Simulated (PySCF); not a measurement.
# What a mistake does to a calculation on AlBGeH5N

These are calculations, not measurements. They come from PySCF 2.14.0, an open-source quantum chemistry program, on an isolated molecule that a program drew, which may never have been made. The molecule is AlBGeH5N (charge 0, singlet), drawn as the SMILES string `B[NH][AlH][GeH]`.

Each row is a Hartree-Fock (HF) and frozen-core CCSD(T) single point in the cc-pV(D+d)Z basis, meant for a local HF minimum. Run 1 is clean. Each other run has one planted mistake out of seven kinds, and not every kind appears here: one electron removed, one electron added, multiplicity raised by two, geometry at a saddle point, minimal basis STO-3G, one bond length entered in bohr, all coordinates scaled. The reference is restricted for singlets and unrestricted otherwise, and also for a bond in bohr. Adding or removing an electron swaps singlet and doublet. Electrons count all cores. HOMO and LUMO are orbital energies over both spins, the gradient is its largest component, and the lowest frequency (negative if imaginary) is given only where the gradient is small. Bond lengths are over the 8 bonds as drawn. T1 is the CCSD diagnostic: over 0.02 (restricted) or 0.045 (unrestricted) a single reference is doubtful. Germanium has the cc-pVDZ-PP basis, with a core potential (ECP10MDF) in place of its 10 inner electrons, and its 3s, 3p and 3d shells are frozen in CCSD(T).

Geometry of the clean run:
```xyz
9
AlBGeH5N, angstrom
B     1.4184   -2.9106   -0.9279
N     0.9094   -2.2275   -2.0418
Al    0.3196   -0.5110   -1.9552
Ge    0.6420    0.5261    0.3684
H     1.4869   -2.3268    0.1359
H     1.7908   -4.0531   -0.9852
H     0.8742   -2.7581   -2.8944
H    -0.2550    0.1006   -3.3015
H    -0.7850   -0.0191    0.8040
```

```
run  electrons  basis functions  <S^2>  HOMO (eV)  LUMO (eV)  gradient (hartree/bohr)  lowest frequency (cm^-1)  mean bond (Å)  longest bond (Å)      T1  HF (hartree)  CCSD(T) (hartree)                          mistake
  1         62               99  0.000      -8.11       0.25                  1.4e-05                        41         1.5478             2.565  0.0152    -617.37828         -617.83720                         no fault
  2         61               99  0.775     -15.91      -6.41                  4.4e-02                         -         1.5478             2.565  0.0176    -617.11281         -617.54317             one electron removed
  3         62               99  1.171      -7.52       0.25                  7.4e-03                         -         1.7243             2.998  0.0585    -617.28896         -617.73369  one bond length entered in bohr
  4         62               99  2.022      -7.59      -0.16                  1.8e-02                         -         1.5478             2.565  0.0174    -617.36011         -617.80291                                ?
```

**Which mistake was planted in run 4, and what did it cost?**

Electrons, basis and geometry are unchanged, and <S^2> is 2.022, beside S(S+1) = 2.00 for a multiplicity of 3. So the mistake is: multiplicity raised by two. Subtracting run 1 and multiplying by 627.51 kcal/mol a hartree, the energy moved by 11.4 kcal/mol in HF and 21.5 kcal/mol in CCSD(T).

Cautions from the logs. Run 3: T1 is over the limit, so its CCSD(T) energy is less reliable.
